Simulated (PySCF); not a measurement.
C₄H₅ClSi, SMILES C#C[SiH2]C(=C)Cl.

The structure is a stationary point at PBE-D3(BJ)/def2-SVP. This is a generated structure with no PubChem entry under its InChIKey; it may be hypothetical. The values are those of a single conformer.

Level of theory: HF/def2-TZVP run with PySCF.

The molecule is in vacuum.

### Question
Estimate the frontier levels, gap, dipole moment and polarisability. (The exact figures need the calculation; the answer reports its results.)

### Answer

The highest occupied level is -10.13 eV and the lowest empty level is 2.82 eV. The orbital gap is 12.95 eV, the dipole moment is 2.39 D and the quadrupole, principal values (traceless, Buckingham form, about the centre of nuclear charge) comes out as -6.94, -0.33, 7.27 D·Å. The mean static polarisability is 79.7 bohr³ (11.81 Å³). The polarisability, principal values is 53.4, 77.9, 107.9 bohr³.
